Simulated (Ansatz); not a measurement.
Ansatz (a program for electronic structure) input for C₄H₄F₂O₂, SMILES COC(=O)/C(F)=C/F, B3LYP-D3(BJ)/def2-SVP. 

Ansatz 0.2 input:
```yaml
crystal:
  periodic: [false, false, false]
  atoms:
    - {symbol: C, position_ang: [-2.82951214, 0.48802694, -0.64470806]}
    - {symbol: O, position_ang: [-1.59366090, -0.20493164, -0.53063218]}
    - {symbol: C, position_ang: [-0.58577180, 0.47588343, -0.00430855]}
    - {symbol: O, position_ang: [-0.64119165, 1.61739617, 0.37804255]}
    - {symbol: C, position_ang: [0.65456493, -0.34584583, 0.06656636]}
    - {symbol: F, position_ang: [0.56737067, -1.59738013, -0.40218494]}
    - {symbol: C, position_ang: [1.77983192, 0.15600768, 0.57285044]}
    - {symbol: F, position_ang: [2.91553585, -0.52185437, 0.66430043]}
    - {symbol: H, position_ang: [-3.15989799, 0.83482913, 0.33612927]}
    - {symbol: H, position_ang: [-2.71880341, 1.35093968, -1.30395342]}
    - {symbol: H, position_ang: [-3.53673142, -0.22460910, -1.05974319]}
    - {symbol: H, position_ang: [1.83341699, 1.16780125, 0.94684380]}
basis:
  gaussian:
    orbitals: def2-SVP
hamiltonian:
  xc: b3lyp
  dispersion: d3bj
relax: {f_tol: 0.002, max_steps: 200}
```

Log of the run:

```
WARN ansatz: RAYON_NUM_THREADS=1 ignored (pool sized by the plan → 1); use --threads N
Functional definition: B3LYP
integrals: 0.10 GiB planned
1448 factors; integrals over basis functions are off by at most 3.4e-4 eV
mean field: 0.67 GiB planned
mean field evaluation 1: about -13723.3599 eV, gradient 5.7e1 eV
mean field evaluation 2: about -13716.0273 eV, gradient 8.6e1 eV
mean field evaluation 4: about -13729.3154 eV, gradient 5.9e0 eV
mean field evaluation 8: about -13729.4324 eV, gradient 5.4e-1 eV
mean field evaluation 16: about -13729.4329 eV, gradient 1.1e-4 eV
mean field -13729.43292366 eV, -504.5473538005 hartree, gradient 2.6e-5 eV, S^2 0.000000; 0 other end points of the search recorded, 0 dependent functions left out
the calculation of the forces begins
reference -13729.43314937 eV, -504.5473620953 hartree; 31, 31 occupied and 101, 101 virtual orbitals, 1448 factors
relax step   1: F+E_penalty+E_count = -13729.82972420 eV  Δ(F+E_penalty+E_count) = +0.000e0 eV  max|allowed force component| = 5.673e-1 eV/Å  Δτ_max = 0.0000 Å  (30 SCF iters, accepted)
these checks for a lower state are left out or cut short: starts, cluster_reference, orbital_swaps, neighbouring_geometries, increment
integrals: 0.10 GiB planned
1448 factors; integrals over basis functions are off by at most 3.5e-4 eV
mean field: 0.67 GiB planned
mean field -13729.45059980 eV, -504.5480033869 hartree, gradient 2.6e-5 eV, S^2 0.000000; 0 other end points of the search recorded, 0 dependent functions left out
the calculation of the forces begins
reference -13729.45082585 eV, -504.5480116939 hartree; 31, 31 occupied and 101, 101 virtual orbitals, 1448 factors
relax step   2: F+E_penalty+E_count = -13729.84677454 eV  Δ(F+E_penalty+E_count) = -1.705e-2 eV  max|allowed force component| = 2.723e-1 eV/Å  Δτ_max = 0.0186 Å  (33 SCF iters, accepted)
these checks for a lower state are left out or cut short: starts, cluster_reference, orbital_swaps, neighbouring_geometries, increment
integrals: 0.10 GiB planned
1448 factors; integrals over basis functions are off by at most 3.5e-4 eV
mean field: 0.67 GiB planned
mean field evaluation 32: about -13729.4545 eV, gradient 2.6e-5 eV
mean field -13729.45446370 eV, -504.5481453826 hartree, gradient 2.6e-5 eV, S^2 0.000000; 0 other end points of the search recorded, 0 dependent functions left out
the calculation of the forces begins
reference -13729.45468977 eV, -504.5481536903 hartree; 31, 31 occupied and 101, 101 virtual orbitals, 1448 factors
relax step   3: F+E_penalty+E_count = -13729.85054549 eV  Δ(F+E_penalty+E_count) = -3.771e-3 eV  max|allowed force component| = 4.226e-2 eV/Å  Δτ_max = 0.0165 Å  (33 SCF iters, accepted)
these checks for a lower state are left out or cut short: starts, cluster_reference, orbital_swaps, neighbouring_geometries, increment
integrals: 0.10 GiB planned
1448 factors; integrals over basis functions are off by at most 3.5e-4 eV
mean field: 0.67 GiB planned
mean field -13729.45454269 eV, -504.5481482853 hartree, gradient 9.7e-6 eV, S^2 0.000000; 0 other end points of the search recorded, 0 dependent functions left out
the calculation of the forces begins
reference -13729.45476873 eV, -504.5481565920 hartree; 31, 31 occupied and 101, 101 virtual orbitals, 1448 factors
relax step   4: F+E_penalty+E_count = -13729.85067063 eV  Δ(F+E_penalty+E_count) = -1.251e-4 eV  max|allowed force component| = 3.232e-2 eV/Å  Δτ_max = 0.0042 Å  (26 SCF iters, accepted)
these checks for a lower state are left out or cut short: starts, cluster_reference, orbital_swaps, neighbouring_geometries, increment
integrals: 0.10 GiB planned
1448 factors; integrals over basis functions are off by at most 3.5e-4 eV
mean field: 0.67 GiB planned
mean field -13729.45457483 eV, -504.5481494666 hartree, gradient 2.0e-5 eV, S^2 0.000000; 0 other end points of the search recorded, 0 dependent functions left out
the calculation of the forces begins
reference -13729.45480087 eV, -504.5481577732 hartree; 31, 31 occupied and 101, 101 virtual orbitals, 1448 factors
relax step   5: F+E_penalty+E_count = -13729.85072482 eV  Δ(F+E_penalty+E_count) = -5.419e-5 eV  max|allowed force component| = 1.756e-2 eV/Å  Δτ_max = 0.0025 Å  (24 SCF iters, accepted)
these checks for a lower state are left out or cut short: starts, cluster_reference, orbital_swaps, neighbouring_geometries, increment
integrals: 0.10 GiB planned
1448 factors; integrals over basis functions are off by at most 3.5e-4 eV
mean field: 0.67 GiB planned
mean field -13729.45460425 eV, -504.5481505475 hartree, gradient 5.7e-5 eV, S^2 0.000000; 0 other end points of the search recorded, 0 dependent functions left out
the calculation of the forces begins
reference -13729.45483031 eV, -504.5481588550 hartree; 31, 31 occupied and 101, 101 virtual orbitals, 1448 factors
relax step   6: F+E_penalty+E_count = -13729.85074085 eV  Δ(F+E_penalty+E_count) = -1.603e-5 eV  max|allowed force component| = 6.512e-3 eV/Å  Δτ_max = 0.0013 Å  (22 SCF iters, accepted)
these checks for a lower state are left out or cut short: starts, cluster_reference, orbital_swaps, neighbouring_geometries, increment
integrals: 0.10 GiB planned
1448 factors; integrals over basis functions are off by at most 3.5e-4 eV
mean field: 0.67 GiB planned
mean field -13729.45463015 eV, -504.5481514993 hartree, gradient 1.0e-5 eV, S^2 0.000000; 0 other end points of the search recorded, 0 dependent functions left out
the calculation of the forces begins
reference -13729.45485624 eV, -504.5481598082 hartree; 31, 31 occupied and 101, 101 virtual orbitals, 1448 factors
relax step   7: F+E_penalty+E_count = -13729.85075070 eV  Δ(F+E_penalty+E_count) = -9.847e-6 eV  max|allowed force component| = 4.022e-3 eV/Å  Δτ_max = 0.0028 Å  (25 SCF iters, accepted)
these checks for a lower state are left out or cut short: starts, cluster_reference, orbital_swaps, neighbouring_geometries, increment
integrals: 0.10 GiB planned
1448 factors; integrals over basis functions are off by at most 3.5e-4 eV
mean field: 0.67 GiB planned
mean field -13729.45464998 eV, -504.5481522283 hartree, gradient 1.6e-5 eV, S^2 0.000000; 0 other end points of the search recorded, 0 dependent functions left out
the calculation of the forces begins
reference -13729.45487611 eV, -504.5481605382 hartree; 31, 31 occupied and 101, 101 virtual orbitals, 1448 factors
relax step   8: F+E_penalty+E_count = -13729.85075846 eV  Δ(F+E_penalty+E_count) = -7.757e-6 eV  max|allowed force component| = 5.288e-3 eV/Å  Δτ_max = 0.0038 Å  (24 SCF iters, accepted)
these checks for a lower state are left out or cut short: starts, cluster_reference, orbital_swaps, neighbouring_geometries, increment
integrals: 0.10 GiB planned
1448 factors; integrals over basis functions are off by at most 3.5e-4 eV
mean field: 0.67 GiB planned
mean field evaluation 64: about -13729.4547 eV, gradient 2.4e-4 eV
mean field -13729.45466133 eV, -504.5481526454 hartree, gradient 9.3e-6 eV, S^2 0.000000; 0 other end points of the search recorded, 0 dependent functions left out
the calculation of the forces begins
reference -13729.45488747 eV, -504.5481609559 hartree; 31, 31 occupied and 101, 101 virtual orbitals, 1448 factors
relax step   9: F+E_penalty+E_count = -13729.85076612 eV  Δ(F+E_penalty+E_count) = -7.666e-6 eV  max|allowed force component| = 5.824e-3 eV/Å  Δτ_max = 0.0051 Å  (25 SCF iters, accepted)
these checks for a lower state are left out or cut short: starts, cluster_reference, orbital_swaps, neighbouring_geometries, increment
integrals: 0.10 GiB planned
1448 factors; integrals over basis functions are off by at most 3.5e-4 eV
mean field: 0.67 GiB planned
mean field -13729.45465575 eV, -504.5481524402 hartree, gradient 1.1e-5 eV, S^2 0.000000; 0 other end points of the search recorded, 0 dependent functions left out
the calculation of the forces begins
reference -13729.45488188 eV, -504.5481607504 hartree; 31, 31 occupied and 101, 101 virtual orbitals, 1448 factors
relax step  10: F+E_penalty+E_count = -13729.85076961 eV  Δ(F+E_penalty+E_count) = -3.485e-6 eV  max|allowed force component| = 2.302e-3 eV/Å  Δτ_max = 0.0034 Å  (25 SCF iters, accepted)
these checks for a lower state are left out or cut short: starts, cluster_reference, orbital_swaps, neighbouring_geometries, increment
integrals: 0.10 GiB planned
1448 factors; integrals over basis functions are off by at most 3.5e-4 eV
mean field: 0.67 GiB planned
mean field -13729.45464728 eV, -504.5481521290 hartree, gradient 2.8e-5 eV, S^2 0.000000; 0 other end points of the search recorded, 0 dependent functions left out
the calculation of the forces begins
reference -13729.45487340 eV, -504.5481604388 hartree; 31, 31 occupied and 101, 101 virtual orbitals, 1448 factors
relax step  11: F+E_penalty+E_count = -13729.85077021 eV  Δ(F+E_penalty+E_count) = -6.023e-7 eV  max|allowed force component| = 2.723e-3 eV/Å  Δτ_max = 0.0010 Å  (22 SCF iters, accepted)
these checks for a lower state are left out or cut short: starts, cluster_reference, orbital_swaps, neighbouring_geometries, increment
integrals: 0.10 GiB planned
1448 factors; integrals over basis functions are off by at most 3.5e-4 eV
mean field: 0.67 GiB planned
mean field -13729.45464727 eV, -504.5481521286 hartree, gradient 2.7e-5 eV, S^2 0.000000; 0 other end points of the search recorded, 0 dependent functions left out
the calculation of the forces begins
reference -13729.45487339 eV, -504.5481604384 hartree; 31, 31 occupied and 101, 101 virtual orbitals, 1448 factors
relax step  12: F+E_penalty+E_count = -13729.85077049 eV  Δ(F+E_penalty+E_count) = -2.855e-7 eV  max|allowed force component| = 1.381e-3 eV/Å  Δτ_max = 0.0008 Å  (21 SCF iters, accepted)
integrals: 0.10 GiB planned
1448 factors; integrals over basis functions are off by at most 3.5e-4 eV
mean field: 0.67 GiB planned
mean field evaluation 96: about -13729.4546 eV, gradient 2.0e-3 eV
mean field -13729.45464727 eV, -504.5481521286 hartree, gradient 2.7e-5 eV, S^2 0.000000; 1 other end points of the search recorded, 0 dependent functions left out
the calculation of the forces begins
reference -13729.45487339 eV, -504.5481604384 hartree; 31, 31 occupied and 101, 101 virtual orbitals, 1448 factors
Total energy: -13729.85099662 eV, -504.5627176984 hartree
Atom 0 at    -2.833101     0.490869    -0.643830 Å, force    -0.000122     0.000099    -0.000029 eV/Å
Atom 1 at    -1.597284    -0.216850    -0.530292 Å, force     0.000142     0.000061    -0.000443 eV/Å
Atom 2 at    -0.578858     0.468635    -0.003802 Å, force    -0.000495    -0.001098     0.001381 eV/Å
Atom 3 at    -0.639409     1.617086     0.370857 Å, force     0.000181     0.000960    -0.000416 eV/Å
Atom 4 at     0.655184    -0.356322     0.069280 Å, force     0.000244     0.000269    -0.000644 eV/Å
Atom 5 at     0.598138    -1.610741    -0.374991 Å, force    -0.000008    -0.000135     0.000159 eV/Å
Atom 6 at     1.784304     0.163551     0.570720 Å, force     0.000068     0.000164    -0.000864 eV/Å
Atom 7 at     2.905732    -0.534994     0.654322 Å, force    -0.000049    -0.000076     0.000317 eV/Å
Atom 8 at    -3.183437     0.820537     0.345653 Å, force     0.000033    -0.000038     0.000012 eV/Å
Atom 9 at    -2.714989     1.376877    -1.285342 Å, force     0.000030    -0.000073     0.000042 eV/Å
Atom 10 at    -3.546054    -0.212956    -1.088689 Å, force     0.000072     0.000004     0.000027 eV/Å
Atom 11 at     1.834924     1.190571     0.935315 Å, force    -0.000097    -0.000136     0.000459 eV/Å
Dipole moment:    -0.304880     0.106477    -0.051390 e Å
```

The calculation finished and met its thresholds.

Cost: very roughly 60 core-seconds.
